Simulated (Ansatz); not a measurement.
`CBI` + `[CH3][SnH2][GaH2]` → `C[BH][SnH2][GaH2]` + `CI` at 600 K and 1 bar (formal exchange of groups at a B–I bond).

Isolated molecules relaxed with PBE0-D4/def2-TZVP in Ansatz; ΔE leaves out vibrations. CCSD(T)/CBS adds triple-zeta CCSD(T) − MP2 to the extrapolated MP2 energy (def2 sets, frozen cores). def2 core potentials past Kr. For Ga, I, Sn outer-core shells are correlated without core-valence functions, which leaves a few kJ/mol of doubt a bond. Scalar relativity is left out up to krypton. Each species was taken in one conformer, which may not be the lowest.

```json
{"species": "`CBI`", "CCSD(T)/CBS energy (Eh)": "-362.71826", "H − E (kJ/mol)": "168.1", "S (J/(mol·K))": "364.7"}
{"species": "`[CH3][SnH2][GaH2]`", "CCSD(T)/CBS energy (Eh)": "-2180.20945", "H − E (kJ/mol)": "228.1", "S (J/(mol·K))": "473.9"}
{"species": "`C[BH][SnH2][GaH2]`", "CCSD(T)/CBS energy (Eh)": "-2205.59006", "H − E (kJ/mol)": "273.5", "S (J/(mol·K))": "532.0"}
{"species": "`CI`", "CCSD(T)/CBS energy (Eh)": "-337.29646", "H − E (kJ/mol)": "123.3", "S (J/(mol·K))": "290.4"}
```

H − E and S are ideal-gas, rigid-rotor, harmonic terms from PBE0-D4/def2-TZVP, for one conformer and one mirror image of each species. 1 Eh = 2625.50 kJ/mol, R = 8.31446 J/(mol·K).

By hand: ΔE, ΔH, ΔS and ΔG.

ΔE = (-2205.59006) + (-337.29646) − (-362.71826) − (-2180.20945) = 0.04119 Eh = 108.1 kJ/mol. Δ(H − E) = 273.5 + 123.3 − 168.1 − 228.1 = 0.6, so ΔH = 108.7 kJ/mol. ΔS = 532.0 + 290.4 − 364.7 − 473.9 = -16.2 J/(mol·K). ΔG = 108.7 − 600 × (-16.2)/1000 = 118.4 kJ/mol.

By hand: the equilibrium constant, and the temperature at which ΔG would vanish if ΔH and ΔS stayed fixed.

log₁₀ K = −ΔG/(RT ln 10) = -10.3. ΔH and −TΔS have one sign here, so there is no such temperature.

ΔH outweighs TΔS. A doubt of 5 kJ/mol in ΔE shifts log₁₀ K by 0.4 here. Other conformers and mirror images would add mixing entropy, several J/(mol·K) or more a flexible species. Modes under 60 cm⁻¹, often nearly free rotors, make the harmonic entropy too high. These are equilibria of isolated gas molecules and say nothing of rates. Largest T1 diagnostic: 0.014 (customary marks: 0.02 for closed shells, 0.045 for open ones).
